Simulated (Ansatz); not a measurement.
AlClGa₂H₅N (`[AlH2][NH][Ga]([Cl])[GaH2]`). Charge 0, multiplicity 1. The structure was optimised at the PBE0-D4/def2-TZVP level. It is one conformer, not always the lowest.

```xyz
10

Al    1.488    0.262   -0.717
N     1.224    0.011    0.999
Ga   -0.597   -0.245    1.372
Cl   -1.001   -0.562    3.468
Ga   -1.671   -0.083   -0.834
H     2.794    0.519   -1.555
H     0.081    0.211   -1.563
H     1.924   -0.003    1.727
H    -1.967   -1.405   -1.624
H    -2.275    1.295   -1.275
```

Q: What is the dipole moment at ωB97M-V/def2-TZVPP? (Estimate.)

A: The calculation gave: 3.02 D, with components (2.49, 0.50, -1.65) D in this frame, pointing from negative to positive charge.

Q: And with PBE, r2SCAN, B3LYP? (An estimate is asked.)

A: Computed: PBE 2.96 D, r2SCAN 3.08 D, B3LYP 3.03 D.

Q: Give the Mulliken charges with ωB97M-V, B3LYP, r2SCAN in def2-TZVPP. (An estimate is asked.)

A: Computed: 
```csv
atom,ωB97M-V,B3LYP,r2SCAN
Al1,0.48,0.48,0.56
N2,-0.31,-0.30,-0.37
Ga3,0.29,0.35,0.33
Cl4,-0.29,-0.31,-0.32
Ga5,0.02,0.02,0.08
H6,-0.07,-0.10,-0.11
H7,-0.17,-0.15,-0.18
H8,0.10,0.12,0.13
H9,-0.02,-0.05,-0.06
H10,-0.02,-0.05,-0.06
```

B3LYP here is the variant with VWN-RPA as its local correlation; programs differ in this.
